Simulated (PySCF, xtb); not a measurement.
CH₇FO₂Si₂, SMILES O[Si](O)(F)C[SiH3]. The values are those of a single conformer.

Harmonic wavenumbers (cm⁻¹) from GFN2-xTB (xtb 6.7.1) at its own minimum, in rising order: 31, 104, 113, 168, 189, 225, 246, 282, 302, 313, 491, 529, 677, 700, 750, 783, 783, 795, 811, 819, 849, 922, 968, 1030, 1151, 1452, 2211, 2266, 2280, 2983, 3003, 3654, 3693.

Task: What does PBE-D3(BJ)/def2-SVP in PySCF give at its own minimum? (An estimate is asked for; the answer gives what the named calculation found.)

Result: 19, 118, 146, 158, 200, 239, 256, 315, 349, 359, 474, 549, 690, 727, 731, 769, 786, 851, 894, 903, 913, 924, 951, 987, 1046, 1330, 2153, 2178, 2190, 2998, 3063, 3772, 3774. Paired by order, the mean absolute difference is 43 cm⁻¹ and the zero-point energies are 50.9 and 51.2 kcal/mol.
